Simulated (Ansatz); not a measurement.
Consider the hydrogenolysis of the Si–F bond: `O[Si](O)(F)S` + H₂ → `O[SiH](O)S` + H–F.

Calculated with Ansatz (gas phase, PBE0-D4/def2-TZVP geometries, no zero-point term in ΔE). CCSD(T)/CBS is the MP2 limit (def2-TZVPP, def2-QZVPP) plus CCSD(T) − MP2 in def2-TZVPP, frozen cores. This one scheme is used for every species. DFT in def2-TZVPP. HSE06 is defined as in plane-wave codes. One conformer a species, not always the lowest.

CCSD(T)/CBS gives +135.4 kJ/mol.

Question: Another level gave +144.0 kJ/mol. Which?
A. r2SCANh-D4/def2-TZVPP
B. LDA (SPW92)/def2-TZVPP
C. B2PLYP/def2-TZVPP
D. HSE06/def2-TZVPP

Answer: A. r2SCANh-D4 144.0, HSE06 128.2, LDA (SPW92) 133.0, B2PLYP 138.0 kJ/mol.

Largest T1 diagnostic among the species: 0.012.

Leaving LDA and LC-ωPBE aside and taking each functional with its dispersion term where it has one, the values, not all of them listed here, spread over 16.7 kJ/mol, from PBE-D4 to B97M-V. LDA lies +5.6 kJ/mol from PBE without D4. At CCSD(T), def2-SVP lies −8.9 kJ/mol from the extrapolated value and def2-TZVPP +0.0 kJ/mol. The D4 term adds +3.9 kJ/mol with B3LYP and +2.0 kJ/mol with PBE0; it sums over pairs of atoms, weighted by their polarisabilities, and B3LYP, whose exchange is more repulsive, gets the larger term.

CCSD(T)/CBS has its own doubt, a few kJ/mol and more with outer-core shells, so smaller differences from it don't rank the levels.

B3LYP here is the variant with VWN-RPA as its local correlation; programs differ in this.
